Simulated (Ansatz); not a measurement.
C2H6Mn⁻, that is MnMe2 with one electron more. Charge -1, multiplicity 5. Geometry r2SCAN-D4/def2-TZVP, that of the neutral sextet; atoms count from 1.

Cartesian coordinates in Å:
```
Mn 0.001 0.027 -0.019
C 2.060 0.002 0.142
H 2.482 -0.985 -0.089
H 2.400 0.257 1.153
H 2.543 0.714 -0.539
C -2.060 0.001 -0.144
H -2.445 0.713 -0.885
H -2.537 0.256 0.811
H -2.445 -0.985 -0.430
```

The charge -1 quintet is spin-contaminated (final ⟨S²⟩ up to 6.25, 6.00 for a pure state). The highest occupied level of the charge -1 quintet lies above zero (up to 1.22 eV). By energy differences its removal costs 0.32 eV (vertical, to the charge 0 sextet, at PBE0-D4/def2-TZVPD); a positive level beside a positive removal energy at the same level points to self-interaction error.

(1) Estimate the Mulliken populations from the PBE0/def2-TZVPD orbitals of Ansatz.

(2) Where does the spin sit?

Answers

(1) 
```csv
atom,charge (e),spin (α − β),d electrons
Mn1,-0.83,3.98,5.28
C2,-0.65,-0.20,–
H3,0.19,0.07,–
H4,0.19,0.07,–
H5,0.18,0.07,–
C6,-0.65,-0.20,–
H7,0.18,0.07,–
H8,0.19,0.07,–
H9,0.19,0.07,–
```
Mulliken values and Mayer orders depend strongly on the basis. With diffuse functions, as here, like atoms can get unlike values, and bond orders can come out too low or too high.

(2) Summed by element: Mn 3.98, C -0.40, H 0.43, of 4 unpaired in all. Largest on single atoms: Mn1 3.98, C2 -0.20, C6 -0.20.
